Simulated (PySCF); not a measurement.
CH4BrFOSi, SMILES C[Si](O)(F)Br.

Geometry optimised at PBE0-D3(BJ)/def2-SVP. This is a generated structure with no PubChem entry under its InChIKey; it may be hypothetical. One conformer was computed; it need not be the lowest.

Two levels are set side by side: PBE/def2-TZVP (PySCF) and HF/def2-TZVP (PySCF). Same geometry, gas phase. Differences are taken from unrounded values.

```csv
quantity,PBE
orbital gap (eV),6.88
highest occupied level (eV),-7.29
lowest empty level (eV),-0.40
dipole moment (D),1.16
mean polarisability (bohr³),59.1
```

Problem. These are the PBE values. What does HF give? (Estimate from the structure and the level; the computed values follow.)

Solution. 
```json
[
 {"quantity": "orbital gap (eV)", "HF": "15.10", "PBE minus HF": "-8.21"},
 {"quantity": "highest occupied level (eV)", "HF": "-11.71", "PBE minus HF": "4.43"},
 {"quantity": "lowest empty level (eV)", "HF": "3.39", "PBE minus HF": "-3.79"},
 {"quantity": "dipole moment (D)", "HF": "1.18", "PBE minus HF": "-0.02"},
 {"quantity": "mean polarisability (bohr³)", "HF": "52.0", "PBE minus HF": "7.0"}
]
```

Without exact exchange PBE keeps part of each electron's self-repulsion, which lifts occupied levels and narrows the gap. PBE's more diffuse valence density responds more strongly to a field. Differences between two approximate levels are no errors against the true value.

Rough cost on one machine, each run with all the roots and properties that it gave: HF against PBE about 1/2.
